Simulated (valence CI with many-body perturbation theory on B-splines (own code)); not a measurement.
**E1 transitions of Ta⁶⁷⁺**

Method: relativistic CI+MBPT: four valence electrons over a frozen Dirac-Fock core [He], a basis of 11 s, 11 p, 10 d, 8 f, 5 g, 2 h functions for each j, with the one-electron correlation potential Σ1, the two-electron term Σ2, the three-electron term Σ3, Breit, model QED; selected CI, second order for the rest, scaled by the run's own slope (own B-spline code, finite nucleus).

No measured spectrum was set against this ion. As an estimate, large intervals hold to a few tenths of a per cent, small ones and those within an open d or f shell to about a per cent. Among the levels kept, up to 1300 cm⁻¹ of a level comes from second order outside the variational space, and about a tenth of that is noise between levels of different J, which matters for small intervals.

Lines 201 to 250 of 600 in falling wavelength, among levels below 13943 eV, chosen from the strongest by gf and those to the six lowest levels. Wavelengths and rates use the calculated energies. Electric multipoles are in the length gauge, E1 and E2 with the static RPA response of the core. Weak lines are less certain than strong ones. Lines between different terms over intervals too small for the method are left out, as are lines whose strength nearly cancels. The highest levels of a list are the least certain.

Levels are named by their leading jj configuration (3d3/2^4 stands for four electrons in 3d with j = 3/2), which in mixed levels can hold well under half, so a name can repeat and another be missing. Letters in brackets count levels of one name in rising energy.

```tsv
λ vac (nm)	Upper	Lower	A (s⁻¹)	S (a.u.) with core polarisation	S without
0.7399	(2s 2p3/2^2 3p3/2) J=2 [c]	(2s^2 2p3/2 3p3/2) J=2	9.26e+12	9.25e-03	9.27e-03
0.7395	(2p1/2^2 2p3/2 3p3/2) J=3	(2s 2p1/2^2 3p3/2) J=2	7.53e+12	1.05e-02	1.05e-02
0.7395	(2p1/2 2p3/2^2 3p3/2) J=3 [b]	(2s 2p1/2 2p3/2 3p3/2) J=3 [b]	5.70e+12	7.97e-03	7.98e-03
0.7394	(2p1/2^2 2p3/2 3d5/2) J=4	(2s 2p1/2^2 3d5/2) J=3	6.73e+12	1.21e-02	1.21e-02
0.7389	(2s 2p1/2 2p3/2 3p1/2) J=1 [b]	(2s^2 2p1/2 3p1/2) J=1	1.12e+13	6.69e-03	6.70e-03
0.7388	(2s 2p1/2 2p3/2 3d3/2) J=2 [d]	(2s^2 2p1/2 3d3/2) J=1	8.96e+12	8.92e-03	8.93e-03
0.7388	(2s 2p1/2 2p3/2 3s) J=1 [b]	(2s^2 2p1/2 3s) J=1	9.39e+12	5.61e-03	5.62e-03
0.7385	(2s 2p1/2 2p3/2 3d3/2) J=3 [c]	(2s^2 2p1/2 3d3/2) J=2	8.98e+12	1.25e-02	1.25e-02
0.7385	(2s 2p1/2 2p3/2 3d3/2) J=1 [c]	(2s^2 2p1/2 3d3/2) J=2	8.35e+12	4.98e-03	4.99e-03
0.7377	(2s 2p1/2 2p3/2 3p1/2) J=2 [c]	(2s^2 2p1/2 3p1/2) J=1	1.00e+13	9.95e-03	9.96e-03
0.7376	(2s 2p1/2 2p3/2 3d5/2) J=2 [c]	(2s^2 2p1/2 3d5/2) J=3	3.04e+12	3.01e-03	3.01e-03
0.7376	(2p1/2^2 2p3/2 3d3/2) J=2	(2s 2p1/2^2 3d3/2) J=2	3.91e+12	3.87e-03	3.87e-03
0.7375	(2s 2p1/2 2p3/2 3p1/2) J=1 [c]	(2s^2 2p1/2 3p1/2) J=0	1.06e+13	6.31e-03	6.32e-03
0.7371	(2s 2p1/2 2p3/2 3d5/2) J=3 [d]	(2s^2 2p1/2 3d5/2) J=3	9.98e+12	1.38e-02	1.38e-02
0.7364	(2p1/2 2p3/2^2 3s) J=1 [b]	(2s 2p1/2 2p3/2 3s) J=2 [c]	9.44e+12	5.58e-03	5.59e-03
0.7363	(2s 2p3/2^2 3d3/2) J=1 [b]	(2s^2 2p3/2 3d3/2) J=2	9.51e+12	5.62e-03	5.63e-03
0.7363	(2p1/2 2p3/2^2 3p1/2) J=1 [b]	(2s 2p1/2 2p3/2 3p1/2) J=2 [c]	9.64e+12	5.70e-03	5.70e-03
0.7361	(2s 2p3/2^2 3d3/2) J=3 [b]	(2s^2 2p3/2 3d3/2) J=3	9.48e+12	1.31e-02	1.31e-02
0.7358	(2s 2p1/2 2p3/2 3d5/2) J=2 [c]	(2s^2 2p1/2 3d5/2) J=2	7.60e+12	7.47e-03	7.48e-03
0.7356	(2s 2p1/2 2p3/2 3d5/2) J=2 [d]	(2s^2 2p1/2 3d5/2) J=3	8.30e+12	8.15e-03	8.16e-03
0.7353	(2p1/2 2p3/2^2 3s) J=0	(2s 2p1/2 2p3/2 3s) J=1 [c]	1.39e+13	2.73e-03	2.74e-03
0.7351	(2s 2p1/2 2p3/2 3p3/2) J=1 [c]	(2s^2 2p1/2 3p3/2) J=1	6.77e+12	3.98e-03	3.99e-03
0.7351	(2p1/2 2p3/2^2 3p1/2) J=1 [b]	(2s 2p1/2 2p3/2 3p1/2) J=1 [b]	5.49e+12	3.23e-03	3.23e-03
0.7351	(2s 2p1/2 2p3/2 3d5/2) J=1 [c]	(2s^2 2p1/2 3d5/2) J=2	1.05e+13	6.15e-03	6.16e-03
0.7350	(2s 2p1/2 2p3/2 3p3/2) J=2 [d]	(2s^2 2p1/2 3p3/2) J=2	9.18e+12	9.00e-03	9.01e-03
0.7350	(2s 2p3/2^2 3p3/2) J=0	(2s^2 2p3/2 3p3/2) J=1	1.68e+13	3.28e-03	3.29e-03
0.7350	(2p1/2^2 2p3/2 3d3/2) J=2	(2s 2p1/2^2 3d3/2) J=1	3.57e+12	3.50e-03	3.50e-03
0.7349	(2p1/2^2 2p3/2 3p1/2) J=1	(2s 2p1/2^2 3p1/2) J=0	5.14e+12	3.02e-03	3.02e-03
0.7348	(2s 2p1/2 2p3/2 3s) J=2 [c]	(2s^2 2p1/2 3s) J=1	9.70e+12	9.49e-03	9.51e-03
0.7346	(2s 2p1/2 2p3/2 3s) J=1 [c]	(2s^2 2p1/2 3s) J=0	8.84e+12	5.19e-03	5.19e-03
0.7346	(2p1/2 2p3/2^2 3p1/2) J=0	(2s 2p1/2 2p3/2 3p1/2) J=1 [c]	1.70e+13	3.33e-03	3.34e-03
0.7345	(2p1/2^2 2p3/2 3d5/2) J=3	(2s 2p1/2^2 3d5/2) J=2	3.17e+12	4.34e-03	4.35e-03
0.7342	(2p1/2^2 2p3/2 3d3/2) J=3	(2s 2p1/2^2 3d3/2) J=2	6.74e+12	9.22e-03	9.23e-03
0.7341	(2s 2p3/2^2 3s) J=1 [b]	(2s^2 2p3/2 3s) J=1	1.47e+13	8.60e-03	8.61e-03
0.7340	(2p1/2^2 2p3/2 3p1/2) J=2	(2s 2p1/2^2 3p1/2) J=1	7.55e+12	7.36e-03	7.37e-03
0.7338	(2s 2p3/2^2 3d5/2) J=3 [c]	(2s^2 2p3/2 3d5/2) J=2	4.40e+12	6.00e-03	6.01e-03
0.7337	(2s 2p3/2^2 3d3/2) J=1 [c]	(2s^2 2p3/2 3d3/2) J=0	5.20e+12	3.04e-03	3.05e-03
0.7333	(2s 2p3/2^2 3s) J=1 [a]	(2s^2 2p3/2 3s) J=2	8.15e+12	4.76e-03	4.77e-03
0.7328	(2s 2p3/2^2 3p3/2) J=3 [b]	(2s^2 2p3/2 3p3/2) J=3	1.28e+13	1.74e-02	1.74e-02
0.7327	(2s 2p3/2^2 3p1/2) J=1 [b]	(2s^2 2p3/2 3p1/2) J=2	8.14e+12	4.74e-03	4.75e-03
0.7326	(2p1/2 2p3/2^2 3p3/2) J=1 [c]	(2s 2p1/2 2p3/2 3p3/2) J=2 [c]	6.90e+12	4.02e-03	4.02e-03
0.7325	(2s 2p3/2^2 3d3/2) J=3 [b]	(2s^2 2p3/2 3d3/2) J=2	2.40e+12	3.26e-03	3.27e-03
0.7325	(2p1/2 2p3/2^2 3s) J=1 [b]	(2s 2p1/2 2p3/2 3s) J=1 [b]	4.76e+12	2.77e-03	2.77e-03
0.7324	(2s 2p3/2^2 3d3/2) J=2 [c]	(2s^2 2p3/2 3d3/2) J=3	9.09e+12	8.82e-03	8.83e-03
0.7322	(2s 2p3/2^2 3d5/2) J=4 [b]	(2s^2 2p3/2 3d5/2) J=4	1.14e+13	1.98e-02	1.98e-02
0.7322	(2s 2p3/2^2 3p1/2) J=2 [b]	(2s^2 2p3/2 3p1/2) J=2	1.48e+13	1.43e-02	1.43e-02
0.7321	(2s 2p3/2^2 3p1/2) J=1 [a]	(2s^2 2p3/2 3p1/2) J=1	1.43e+13	8.31e-03	8.32e-03
0.7319	(2s 2p3/2^2 3d3/2) J=2 [b]	(2s^2 2p3/2 3d3/2) J=2	5.47e+12	5.29e-03	5.30e-03
0.7319	(2s 2p3/2^2 3d3/2) J=1 [c]	(2s^2 2p3/2 3d3/2) J=1	4.99e+12	2.90e-03	2.90e-03
0.7318	(2s 2p3/2^2 3p3/2) J=2 [b]	(2s^2 2p3/2 3p3/2) J=3	1.13e+13	1.09e-02	1.09e-02
```
